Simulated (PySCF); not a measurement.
# He (helium, neutral): UHF calculation

Configuration: 1s2, closed-shell 1S. Computed with PySCF 2.14 in dyall-av2z (7s2p, 13 functions), with the non-relativistic Hamiltonian (point nucleus).

```
Total energy                                     : -2.861181 hartree
One-electron energy                              : -3.8866 hartree
Hartree (Coulomb) energy                         : 2.0509 hartree
Exchange energy                                  : -1.0254 hartree
Kinetic energy                                   : 2.86002 hartree
⟨S²⟩                                             : 0.0000
⟨L²⟩                                             : 0.000
Sum of ⟨r⟩                                       : 1.856 bohr
Sum of ⟨r²⟩                                      : 2.374 bohr²
Density at the nucleus (Gaussians lack the cusp) : 3.33 bohr⁻³
Langevin diamagnetic susceptibility              : -1.88 ×10⁻⁶ cm³/mol
```

```tsv
shell	electrons	mean orbital energy (hartree)	rms radius, mean of both spins (bohr)
1s	2	-0.91787	1.09
```
